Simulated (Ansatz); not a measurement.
Input (CCSDT(Q)/cc-pV(D+d)Z; Ansatz, an electronic-structure program): A basis named .json is the Basis Set Exchange file of that set.

Ansatz 0.2 input:
```yaml
crystal:
  periodic: [false, false, false]
  atoms:
    - {symbol: Si, position_ang: [-0.00000000, -0.00000000, -0.52250080]}
    - {symbol: N, position_ang: [0.00000000, 0.00000000, 1.04500159]}
basis:
  gaussian:
    orbitals: cc-pV_D+d_Z.json
magnetization: {spin_polarized: true, initial_magnetization: 1}
correlation: {method: ccsdt_q, electrons: outside_noble_gas}
```

Output:

```
mean field evaluation 96: about -9340.2926 eV, gradient 5.3e0 eV
mean field evaluation 128: about -9340.8717 eV, gradient 1.5e0 eV
mean field evaluation 160: about -9337.2233 eV, gradient 2.3e0 eV
mean field evaluation 192: about -9341.1226 eV, gradient 1.2e-1 eV
mean field evaluation 224: about -9341.0412 eV, gradient 4.1e-1 eV
mean field evaluation 256: about -9338.0612 eV, gradient 1.5e-2 eV
mean field evaluation 288: about -9341.0671 eV, gradient 3.8e-1 eV
mean field evaluation 320: about -9337.9669 eV, gradient 3.0e0 eV
mean field evaluation 352: about -9337.5318 eV, gradient 7.4e-3 eV
mean field evaluation 384: about -9336.9401 eV, gradient 1.0e1 eV
mean field evaluation 416: about -9339.4559 eV, gradient 7.9e0 eV
mean field evaluation 448: about -9335.5935 eV, gradient 5.6e-4 eV
mean field evaluation 480: about -9335.8804 eV, gradient 1.4e-1 eV
mean field evaluation 512: about -9336.4000 eV, gradient 9.7e0 eV
mean field evaluation 544: about -9337.5688 eV, gradient 6.8e0 eV
mean field evaluation 576: about -9338.0612 eV, gradient 4.7e-2 eV
mean field evaluation 608: about -9341.0515 eV, gradient 2.5e-2 eV
mean field evaluation 640: about -9335.9350 eV, gradient 7.7e-3 eV
mean field evaluation 672: about -9341.0776 eV, gradient 3.3e-1 eV
mean field evaluation 704: about -9341.1241 eV, gradient 2.2e-4 eV
mean field evaluation 736: about -9334.8192 eV, gradient 8.3e0 eV
mean field evaluation 768: about -9336.2378 eV, gradient 5.3e0 eV
mean field evaluation 800: about -9340.6542 eV, gradient 1.7e0 eV
mean field evaluation 832: about -9337.8087 eV, gradient 1.2e-3 eV
mean field evaluation 864: about -9339.9575 eV, gradient 4.2e-3 eV
mean field evaluation 896: about -9335.5943 eV, gradient 3.5e-2 eV
mean field evaluation 928: about -9341.0516 eV, gradient 3.8e-6 eV
mean field -9341.13189296 eV, -343.2802654197 hartree, gradient 2.1e-6 eV, S^2 1.041643; 19 other end points of the search recorded, 0 dependent functions left out
determinant -9341.13189296 eV, -343.2802654197 hartree, with singles and doubles -9347.27896120 eV, -343.5061660107 hartree
determinant -9341.12412003 eV, -343.2799797697 hartree, with singles and doubles -9347.22721488 eV, -343.5042643687 hartree
determinant -9341.05159955 eV, -343.2773146913 hartree, with singles and doubles -9347.51863909 eV, -343.5149740110 hartree
determinant -9341.04882520 eV, -343.2772127357 hartree, with singles and doubles -9347.50251056 eV, -343.5143812984 hartree
determinant -9339.95745864 eV, -343.2371057543 hartree, with singles and doubles -9347.15134921 eV, -343.5014763567 hartree
determinant -9338.06121538 eV, -343.1674201001 hartree, with singles and doubles -9343.00054108 eV, -343.3489369715 hartree
determinant -9337.80873405 eV, -343.1581415821 hartree, with singles and doubles -9343.41794084 eV, -343.3642761296 hartree
determinant -9337.78314793 eV, -343.1572013097 hartree, with singles and doubles -9343.08300614 eV, -343.3519675066 hartree
determinant -9341.13189296 eV, -343.2802654197 hartree, with singles and doubles -9347.23059521 eV, -343.5043885934 hartree
determinant -9341.12412003 eV, -343.2799797697 hartree, with singles and doubles -9347.23260124 eV, -343.5044623137 hartree
determinant -9341.05159955 eV, -343.2773146913 hartree, with singles and doubles -9347.53303656 eV, -343.5155031082 hartree
determinant -9341.04882520 eV, -343.2772127357 hartree, with singles and doubles -9347.53117845 eV, -343.5154348239 hartree
determinant -9339.95745864 eV, -343.2371057543 hartree, with singles and doubles -9347.19177855 eV, -343.5029621076 hartree
6 core orbitals not correlated
reference -9341.05159955 eV, -343.2773146913 hartree; 5, 4 occupied and 26, 27 virtual orbitals, 684 factors
second order -5.41906869 eV of doubles, -0.00000000 eV of singles
coupled cluster: 0.19 GiB planned
cycle   1  -5.71311841 eV  change   -2.9e-1 eV  update   1.3e-1
cycle   2  -6.20006929 eV  change   -4.9e-1 eV  update   6.9e-2
cycle   3  -6.67632446 eV  change   -4.8e-1 eV  update   5.7e-2
cycle   4  -6.74000051 eV  change   -6.4e-2 eV  update   3.3e-2
cycle   5  -6.82508395 eV  change   -8.5e-2 eV  update   2.4e-2
cycle   6  -6.87422787 eV  change   -4.9e-2 eV  update   1.1e-2
cycle   7  -6.88514613 eV  change   -1.1e-2 eV  update   6.3e-3
cycle   8  -6.89240066 eV  change   -7.3e-3 eV  update   3.3e-3
cycle   9  -6.90108074 eV  change   -8.7e-3 eV  update   1.9e-3
cycle  10  -6.90174838 eV  change   -6.7e-4 eV  update   9.4e-4
cycle  11  -6.90225500 eV  change   -5.1e-4 eV  update   4.9e-4
cycle  12  -6.90226222 eV  change   -7.2e-6 eV  update   2.2e-4
cycle  13  -6.90230063 eV  change   -3.8e-5 eV  update   1.4e-4
cycle  14  -6.90256363 eV  change   -2.6e-4 eV  update   9.1e-5
cycle  15  -6.90259193 eV  change   -2.8e-5 eV  update   5.9e-5
cycle  16  -6.90249574 eV  change    9.6e-5 eV  update   3.9e-5
cycle  17  -6.90245435 eV  change    4.1e-5 eV  update   1.8e-5
cycle  18  -6.90243535 eV  change    1.9e-5 eV  update   1.0e-5
cycle  19  -6.90244549 eV  change   -1.0e-5 eV  update   6.4e-6
cycle  20  -6.90245731 eV  change   -1.2e-5 eV  update   3.9e-6
cycle  21  -6.90246426 eV  change   -6.9e-6 eV  update   2.3e-6
cycle  22  -6.90246445 eV  change   -1.9e-7 eV  update   9.1e-7
coupled cluster: 0.19 GiB planned
perturbative correction -0.06374044 eV, -0.0023424179 hartree
Total energy: -9348.01780444 eV, -343.5333179991 hartree
```

The determinant is spin-contaminated: <S^2> is 1.20, 0.45 over the pure value.
